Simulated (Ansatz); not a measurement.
```yaml
crystal:
  periodic: [false, false, false]
  atoms:
    - {symbol: Ga, position_ang: [0.675298, -1.218999, 0.554766]}
    - {symbol: Ga, position_ang: [-0.674667, 1.218531, -0.556562]}
    - {symbol: Se, position_ang: [1.612765, 0.943295, 0.109882]}
    - {symbol: Se, position_ang: [-1.699953, 3.068607, -1.394790]}
    - {symbol: Se, position_ang: [1.697646, -3.066371, 1.402526]}
    - {symbol: Se, position_ang: [-1.611089, -0.945043, -0.115822]}
basis:
  gaussian: {orbitals: def2-TZVPD}
magnetization: {spin_polarized: true, initial_magnetization: 2}
hamiltonian: {xc: pbe0, dispersion: d4}
scf: {omitted_lower_state_checks: [starts]}
output: {orbitals: {seedname: orbitals}}
```

```sh
$ ansatz run in.yaml --threads 4 --pin off --events-out ev --progress --plain --max-ram 4787MiB
```

Question: Does this run fit into the memory that it is given?

Answer: No. It has 336 basis functions, and Ansatz plans for 6 GiB where 5 GiB are given.
